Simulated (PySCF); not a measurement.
**Correlation energy of Sb (antimony, neutral)**

[Kr] 4d10 5s1 5p4, high-spin 4P determinant (an excited configuration). All numbers are calculated (PySCF 2.14, scalar relativity by spin-free X2C-1e, in aug-cc-pwCVTZ-DK3 with one added diffuse shell each of s, p, d, f type (11s10p8d5f1g, 125 functions)). Frozen: [Ar] 3d10; 23 electrons correlated.

MP2 pair energies summed by pair of shells (mhartree):

| pair | energy | share (%) |
| --- | --- | --- |
| 4d-4d | -329.63 | 45.3 |
| 4p-4d | -125.81 | 17.3 |
| 4d-5p | -86.17 | 11.8 |
| 5p-5p | -51.79 | 7.1 |
| 4p-4p | -40.31 | 5.5 |
| 4s-4d | -29.13 | 4.0 |
| 4d-5s | -22.46 | 3.1 |
| 4s-4p | -15.87 | 2.2 |
| 4p-5p | -8.93 | 1.2 |
| 5s-5p | -8.74 | 1.2 |
| 4p-5s | -4.12 | 0.6 |
| 4s-4s | -3.40 | 0.5 |
| 4s-5p | -1.24 | 0.2 |
| 4s-5s | -0.55 | 0.1 |

Total MP2 correlation energy: -728.18 mhartree.

Same-spin part -254.50 and opposite-spin part -473.68 mhartree; SCS-MP2 scales them by 1/3 and 6/5 to -653.25 mhartree.
